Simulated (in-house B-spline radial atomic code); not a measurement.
Response of In⁺ as one setting changes: the radius of a hard wall (bohr). Method: TDHF. A dash marks a strongly mixed or unbound state. A box has no continuum, so excitations may lie above minus the highest level. Computed with an all-electron radial atomic-structure program (B-spline basis): linear response of the closed shell [Kr] 4d10 5s2 with bare exchange (time-dependent Hartree-Fock); scalar-relativistic (spin-free one-electron X2C), finite nucleus, no spin-orbit coupling, no double excitations, S, P, D and F terms only; shells from n = 3 respond. Only terms of natural parity with L up to 3 were computed.

```
radius of a hard wall (bohr)  lowest 1P (eV)  lowest 3P, Tamm-Dancoff (eV)  minus highest occupied level (eV)  α (bohr³)
                         2.5  5s → 5p 19.709                5s → 5p 15.018                            -17.851       3.98
                           3  5s → 5p 14.742                5s → 5p 10.398                              2.019      6.718
                         3.5               ?                             ?                                  ?          ?
                           4  5s → 5p 10.122                 5s → 5p 6.373                             13.763      13.47
                         4.5   5s → 5p 9.019                 5s → 5p 5.502                             15.509      16.99
                         5.5   5s → 5p 7.816                 5s → 5p 4.649                             16.830      23.04
                         6.5               ?                             ?                                  ?          ?
                           8   5s → 5p 7.000                 5s → 5p 4.206                             17.280      29.11
                          10   5s → 5p 6.927                 5s → 5p 4.184                             17.291      29.59
                          15   5s → 5p 6.919                 5s → 5p 4.182                             17.291      29.63
```

**Question.** What belongs in the row for 6.5?

**Answer.** lowest 1P (eV): 5s → 5p 7.283; lowest 3P, Tamm-Dancoff (eV): 5s → 5p 4.334; minus highest occupied level (eV): 17.178; α (bohr³): 26.88.

**Question.** What belongs in the row for 3.5?

**Answer.** lowest 1P (eV): 5s → 5p 11.862; lowest 3P, Tamm-Dancoff (eV): 5s → 5p 7.837; minus highest occupied level (eV): 10.124; α (bohr³): 9.963.
